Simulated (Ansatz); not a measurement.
Basis-set extrapolation for C$_{2}$H$_{6}$AlNO, SMILES `[NH2][Al]1[CH2]C[O]1` (PBE0-D4/def2-TZVP geometry, frozen core, Ansatz). Multiplicity 1, RHF reference.

```csv
,def2-TZVPP,def2-QZVPP
HF,-450.613886,-450.631256
MP2 correlation,-0.865351,-0.927048
CCSD(T) correlation,-0.930532,not run
```

Energies in hartree. Use E(X) = E(∞) + A·exp(−7.88·√X) for Hartree–Fock and E(X) = E(∞) + B·X^(−2.97) for correlation, with X = 3 and 4, and add CCSD(T) minus MP2 of the smaller set to the MP2 limit.

Task: What is the CCSD(T) energy at the basis-set limit?

Result: HF limit: -450.631256 + (-0.017370) × 0.13774 = -450.63365. MP2 limit: -0.927048 + (-0.061697) × 0.74074 = -0.97275. Higher-order term: -0.930532 − (-0.865351) = -0.06518. Total: -451.67158 hartree, 333.9 kJ/mol below CCSD(T)/def2-TZVPP.
